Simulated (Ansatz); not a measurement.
## A ladder of methods for SbHCl (SMILES [Cl][SbH])

The species is SbHCl (3 atoms), meant as a doublet with charge 0. SMILES: `[Cl][SbH]`. The coordinates come from a PBE0-D4/def2-TZVP relaxation.

```xyz
3

Cl    1.4336    0.3559    0.8150
Sb   -0.6275    0.6308   -0.2723
H    -0.8170   -1.0515   -0.5560
```

Each level gives the vertical ionisation energy (to the singlet cation) (eV). The values are calculated.

```
            level                    kind  program  value (eV)  less FCI/STO-3G  CPU time (all runs)
  U-revPBE/STO-3G                     GGA   Ansatz        6.84            +0.84                5.3 s
  U-r2SCAN/STO-3G                meta-GGA   Ansatz        7.04            +1.04                 13 s
 U-r2SCAN0/STO-3G         hybrid meta-GGA   Ansatz        7.22            +1.22                 14 s
UCAM-B3LYP/STO-3G  range-separated hybrid   Ansatz        7.17            +1.17                5.6 s
   RPA@PBE/STO-3G                     RPA   Ansatz        5.67            -0.33                7.1 s
      UMP2/STO-3G     perturbation theory   Ansatz        6.24            +0.24               0.99 s
     UCCSD/STO-3G   coupled cluster or CI   Ansatz        6.09            +0.09                1.2 s
 UCCSDT(Q)/STO-3G   coupled cluster or CI   Ansatz        6.00             0.00                2.7 s
       FCI/STO-3G      exact in the basis   Ansatz        6.00             0.00                1.6 s
```

FCI/STO-3G is exact within its basis and frozen core, so for wave-function methods in that basis the difference is their error; functionals converge differently with the basis, so for them it is only a difference. All-electron rows without a relativistic Hamiltonian named are non-relativistic. Spin-orbit coupling, which can split open shells on such heavy atoms by tenths of an eV, is left out. The values span 5.67 to 7.22 eV. All rows use very small basis sets, so even the best lies far from the true value. In the correlated wave-function rows the outer d shell of Sb is correlated, in sets not made for it. Times are those of the runs behind each value, whatever else they computed, on shared processors of several kinds: orders of magnitude only.
